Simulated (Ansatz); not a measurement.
`[Cl][Al]([Cl])[SeH]` and `ClB(Cl)[SeH]` differ in one element.

Ansatz, PBE0-D4/def2-TZVP geometries, multiplicity 1. Each molecule was computed in one conformer, which needn't be the lowest.

Scalar relativity is left out up to krypton.

```json
{"property": "LUMO energy (PBE0/def2-TZVPP) / eV", "`[Cl][Al]([Cl])[SeH]`": "-1.11"}
{"property": "HOMO–LUMO gap (ωB97M-V/def2-TZVPP) / eV", "`[Cl][Al]([Cl])[SeH]`": "10.55"}
{"property": "LUMO energy (ωB97M-V/def2-TZVPP) / eV", "`[Cl][Al]([Cl])[SeH]`": "0.61"}
{"property": "HOMO–LUMO gap (PBE/def2-TZVPP) / eV", "`[Cl][Al]([Cl])[SeH]`": "4.74"}
{"property": "ideal-gas entropy at 298 K and 1 bar (rigid rotor, harmonic PBE0-D4/def2-TZVP) / J/(mol·K)", "`[Cl][Al]([Cl])[SeH]`": "352"}
{"property": "HOMO energy (ωB97M-V/def2-TZVPP) / eV", "`[Cl][Al]([Cl])[SeH]`": "-9.95"}
```

Give the same properties after the change, and the shifts. (Best estimate.)

The calculation gave: 
```
                                                                                  property  `ClB(Cl)[SeH]`  shift
                                                        LUMO energy (PBE0/def2-TZVPP) / eV           -1.44  -0.33
                                                   HOMO–LUMO gap (ωB97M-V/def2-TZVPP) / eV           10.55   0.00
                                                     LUMO energy (ωB97M-V/def2-TZVPP) / eV            0.62   0.01
                                                       HOMO–LUMO gap (PBE/def2-TZVPP) / eV            4.38  -0.36
ideal-gas entropy at 298 K and 1 bar (rigid rotor, harmonic PBE0-D4/def2-TZVP) / J/(mol·K)             324    -28
                                                     HOMO energy (ωB97M-V/def2-TZVPP) / eV           -9.93   0.02
```

Spin–orbit coupling is left out; it splits and shifts lone-pair levels of the heavy atoms by tenths of an eV.
